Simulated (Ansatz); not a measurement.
```xyz
2

B     0.0000    0.0000    0.0000
Si    0.0000    0.0000    4.2900
```

Basis set: pcseg-2 (spherical functions). Charge 0, multiplicity 2.

Computed with Ansatz (development build ahead of 0.2.0); each method stands on the lowest determinant of its kind that the runs found. Restricted functionals stand beside restricted open-shell atoms, which can lie above the unrestricted atoms usual in DFT and then raise those values.

The atomization energy at this shape (free ground-state atoms in the same class of orbitals less the molecule, no zero-point energy) of doublet BSi:

```tsv
method	atomization energy
PBE (unrestricted)	15.0 kJ/mol
PBE0 (restricted open-shell)	-79.9 kJ/mol
ROHF	-145.2 kJ/mol
```

(1) What does UHF give?

Results:

(1) 4.4 kJ/mol. Caution: the shape is not the minimum. Caution for PBE (unrestricted), PBE0 (restricted open-shell): charge can spread falsely over distant fragments. Caution for PBE (unrestricted), UHF: the unrestricted determinant is a mixture of spin states. Caution for PBE0 (restricted open-shell): stretched shape with no unrestricted run beside it, a lower state can exist. Caution for ROHF: an unrestricted determinant lies well below; the molecule lies well above its atoms at this level.
